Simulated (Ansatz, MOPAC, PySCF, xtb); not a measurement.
Donor–acceptor adduct: BH3 (SMILES B) (first 4 atoms) with C3H9N (SMILES CN(C)C); geometry from B3LYP-D3(BJ)/def2-TZVP, rigid monomers moved along the line of their centres of mass till B1···N6 is 1.48 Å.
(charge 0, multiplicity 1):
```xyz
17

B     -0.387     0.027     1.271
H      0.488     0.646     0.709
H     -0.415    -1.143     0.962
H     -1.469     0.563     1.201
C      1.297    -0.591     2.899
N     -0.026     0.049     2.710
C      0.033     1.450     3.185
C     -1.046    -0.692     3.488
H      1.577    -0.583     3.955
H      2.034    -0.046     2.314
H      1.245    -1.613     2.535
H      0.298     1.483     4.245
H     -0.939     1.911     3.030
H      0.774     1.986     2.598
H     -0.794    -0.685     4.551
H     -2.013    -0.223     3.331
H     -1.088    -1.715     3.123
```

Counterpoise-corrected where a basis set is named; no monomer relaxation. Rows marked so take none.

Correlated levels freeze the cores. Rows in 3-21G, 6-31G* carry no dispersion term and start afresh at each structure (6-31G* with six Cartesian d functions). MP2/6-31G* freezes PySCF's default core. The state that PM3, PM7 reach isn't checked; PM7 holds dispersion and hydrogen-bond terms.

Codes used: Ansatz (Gaussian orbitals); MOPAC for PM3, PM7 (differences of heats of formation); PySCF for 3-21G rows, 6-31G* rows; xtb for the GFN methods. Each number belongs to the level named beside it.

| level | interaction energy (kcal/mol) |
|---|---|
| PM3 | -52.59 |
| PM7 | -41.63 |
| GFN2-xTB | -30.46 |
| B3LYP/3-21G (no counterpoise) | -51.40 |
| M06-2X/6-31G* (no counterpoise) | -51.26 |
| MP2/6-31G* | -42.36 |
| MP2/6-31G* (no counterpoise) | -50.68 |
| MP2/aug-cc-pVDZ | [?] |
| SCS-MP2/aug-cc-pVDZ | -41.58 |

Task: Some entries are withheld; supply them.

Result: 
- MP2/aug-cc-pVDZ, interaction energy (kcal/mol): -45.73

Ansatz is a program for electronic structure.
